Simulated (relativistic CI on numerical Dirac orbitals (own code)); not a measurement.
**One change at a time: Sm⁴²⁺**

Base calculation: Dirac-Coulomb-Breit CI, separate exchange-only KLI orbitals for each configuration, model QED, unscaled Slater integrals.

Configurations in the expansion (outside the closed core [Ne]): 3s2 3p6 3d2, 3s2 3p5 3d3, 3s 3p6 3d3, 3s2 3p6 3d 4s, 3s2 3p6 3d 4p, 3s2 3p6 3d 4d, 3s2 3p5 3d2 4s, 3s2 3p6 3d 4f, 3s2 3p5 3d2 4p, 3s2 3p5 3d2 4d, 3s 3p6 3d2 4s, 3p6 3d3 4p, 3s 3p6 3d2 4p, 3s2 3p6 4s2, 3s2 3p6 4s 4p, 3s2 3p6 3d 5s, 3s2 3p6 3d 5d, 3s2 3p6 3d 5g, 3p6 3d4, 3p5 3d5, 3p5 3d4 4s, 3p6 3d3 4s, 3p5 3d3 4s2, 3s2 3p6 4p2, 3s2 3p5 4s 4p2, 3s2 3p6 4s 4d, 3s2 3p5 4s2 4d, 3s 3p6 3d 4s2, 3s 3p6 4s2 4p, 3s 3p6 4s2 4d. Double excitations out of closed p, d and f shells are left out; levels of such configurations are missing from the list, as are those of other unlisted configurations, and high levels can miss mixing partners. These lack a partner that the ground configuration has and come out too high: 3s2 3p5 3d2 4p, 3s2 3p5 3d2 4d.

The lowest level and the first level of each name with at least 55 % of one term (blank where a level has no safe partner in the second run):

```json
{"Level": "3s2 3p6 3d2 3F_2", "Base (cm⁻¹)": "0", "Shift (cm⁻¹)": "0"}
{"Level": "3s2 3p6 3d2 3P_0", "Base (cm⁻¹)": "145183", "Shift (cm⁻¹)": "-12670"}
{"Level": "3s2 3p6 3d2 3F_3", "Base (cm⁻¹)": "239823", "Shift (cm⁻¹)": "+1778"}
{"Level": "3s2 3p6 3d2 1G_4", "Base (cm⁻¹)": "325599", "Shift (cm⁻¹)": "-5642"}
{"Level": "3s2 3p6 3d2 3P_1", "Base (cm⁻¹)": "337897", "Shift (cm⁻¹)": "-7251"}
{"Level": "3s2 3p6 3d2 3F_4", "Base (cm⁻¹)": "539475", "Shift (cm⁻¹)": "-3405"}
{"Level": "3s2 3p6 3d2 1S_0", "Base (cm⁻¹)": "757082", "Shift (cm⁻¹)": "-24459"}
{"Level": "3s2 3p5 3d3 5D°_0", "Base (cm⁻¹)": "1771174", "Shift (cm⁻¹)": "+12263"}
{"Level": "3s2 3p5 3d3 3I°_7", "Base (cm⁻¹)": "2285405", "Shift (cm⁻¹)": "+5431"}
{"Level": "3s2 3p5 3d3 3D°_1", "Base (cm⁻¹)": "2361850", "Shift (cm⁻¹)": ""}
```

At this charge energies of transitions that change n are usually good to better than 1 %, and those within a shell (Δn = 0) to a few per cent.

Problem. One thing was changed in a second run, which moved the levels as shown. Which?
A. QED terms removed
B. valence Slater integrals scaled by 0.9
C. configuration mixing switched off
D. Breit term removed
E. only the first 3 configurations

Solution. B. Valence Slater integrals scaled by 0.9. Scaling acts on the splittings between terms and on the mixing, and leaves the fine structure of pure LS terms nearly alone; in jj coupling it moves the levels of one term differently.

LS names give the leading component of a level, which can be under half, so a name can repeat, a term be missing and a line seem to break the LS rules.
